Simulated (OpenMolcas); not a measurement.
Cr²⁺.

```
Program             : OpenMolcas
Method              : RASSCF
Basis               : ANO-RCC-VTZP [6s5p3d2f1g]
Scalar Hamiltonian  : DKH2, point nucleus
Active space        : 4 electrons in 9 orbitals (RAS2 3d 4s; RAS3 4p, at most 2 electrons)
State averaging     : 2S+1 = 5 even, 15 roots; 2S+1 = 3 even, 90 roots kept (CI in the orbitals of an earlier block); 2S+1 = 1 even, 84 roots kept (CI in the orbitals of an earlier block); 2S+1 = 5 odd, 30 roots (21 in the spin-orbit step); 2S+1 = 3 odd, 65 roots kept (CI in the orbitals of an earlier block, 5 in the spin-orbit step); 2S+1 = 1 odd, 33 roots kept (CI in the orbitals of an earlier block, 0 in the spin-orbit step)
Spin-orbit coupling : RASSI with atomic mean-field integrals over the reference wave functions, term energies averaged over their components
```

Levels without dynamic correlation, in cm-1 above 3d4 5D0:

```tsv
Level	E
3d4 3P0(1)	22552
3d4 3H4	21250
3d4 3F2(1)	24140
3d4 3G3	26706
```

On this reference, MS-RASPT2, IPEA 0.25 Eh, imaginary shift 0.1 Eh (closed shells correlated: 3s 3p) puts 3d4 3P0(1) at 16840 cm-1.

Estimate the other levels at that method by one scale factor, and say how well it serves.

The factor is 16840 / 22552 = 0.747. Scaled values beside those that MS-RASPT2 gives and measured ones (Sugar and Corliss, J. Phys. Chem. Ref. Data 6, 317 (1977)):
```tsv
Level	Scaled	MS-RASPT2	Miss (%)	Measured
3d4 3H4	15874	17750	-10.6	17274
3d4 3F2(1)	18033	18810	-4.1	18452
3d4 3G3	19949	21060	-5.3	20704
```
For these levels the scaled values miss MS-RASPT2 by up to 10.6 %, as correlation changes each term by its own factor, spin-orbit parts do not scale and CASPT2 has its own spread within terms. This holds within one configuration; levels of others move differently, and the target method has errors of its own against measurement.

CASPT2 does not keep the components of a term degenerate, so their means are used; among the terms shown or strongly mixed into the levels shown the widest spread is 160 cm-1 (3d4 3G, MS-RASPT2). Over all roots computed the reference weight is 0.86 to 0.95 in MS-RASPT2; the roots of lowest weight are the least certain, and an intruder state may touch them. Some high roots are left out of the spin-orbit mixing, which shifts the levels that they would mix with. Terms from blocks run as CI alone lack orbitals of their own. Without dynamic correlation excited terms often stand tens of per cent too high (terms of higher spin than the ground term too low), and those without a measured partner can miss by more than the paired ones (holds for RASSCF). Blocks of more than 70 roots (2S+1 = 3 even, 1 even) ran without multistate coupling (holds for MS-RASPT2). Computed and measured levels are paired by configuration, term and J; levels that our copy of the source lacks, or whose pairing is in doubt (as where it misses far off the trend of its configuration), stay unpaired and out of the deviations. Levels of configurations outside the active space are missing.

A number in round brackets counts repeated terms of one configuration in the order of the reference energies.
